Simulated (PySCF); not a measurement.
Gas-phase reaction: 2 TiCl3OH = TiOCl2 + H2 + TiCl4 + O

Energies from PySCF (xtb for GFN2), thermal terms from the rigid-rotor harmonic-oscillator model, ideal gas at 1 bar. S°(298 K) at PBE0/def2-TZVP differs from the NASA 1993 table for TiOCl2 (+10 J/mol/K); whether the harmonic model or the table's entry is off was not settled. † marks an energy on the PBE0/def2-TZVP geometry and frequencies; other levels use their own. CCSD(T) freezes the core. 6-31G* has spherical d functions here. Open shells (unrestricted): O (multiplicity 3, electronic degeneracy 9); the rest are closed-shell singlets. GFN2 has no spin-polarisation term. Spin-orbit splitting is ignored; it lowers the true energy and changes the entropy of O. B3LYP is the form with VWN-RPA correlation. TiCl3OH: computed as isolated molecules; such fragments, hydroxides, amides, oligomers or adducts are transient or little studied in the gas. CCSD(T) isn't extrapolated to the basis-set limit. The harmonic model lacks anharmonicity and excited electronic states, which grow with temperature; levels with a mode under 35 cm⁻¹ are left out. Soft modes under 120 cm⁻¹ make the harmonic entropy rough for TiCl3OH, TiOCl2, TiCl4. Warning, large T1 diagnostic: TiCl4, TiCl3OH, TiOCl2 (CCSD(T)/def2-SVP†). Warning, point group unlike the PBE0 one: TiCl3OH, TiOCl2 (GFN2-xTB, HF/6-31G*).

```tsv
level	ΔE electronic, kJ	ΔH°(298 K), kJ	ΔS°(298 K), J/K	ΔG°(1000 K), kJ
B3LYP/def2-TZVP†	707	682	205	479
CCSD(T)/def2-SVP†	656	631	205	428
GFN2-xTB	1210	1183	239	945
HF/6-31G*	494	467	187	283
HF/def2-TZVP†	535	509	205	307
PBE/def2-TZVP†	739	714	205	511
PBE0/def2-QZVP†	725	699	205	497
LDA/def2-TZVP†	888	863	205	660
ωB97M-V/def2-TZVP†	726	700	205	498
```
ΔH° is lowest at HF/6-31G* and highest at GFN2-xTB. No reference value is set beside these.
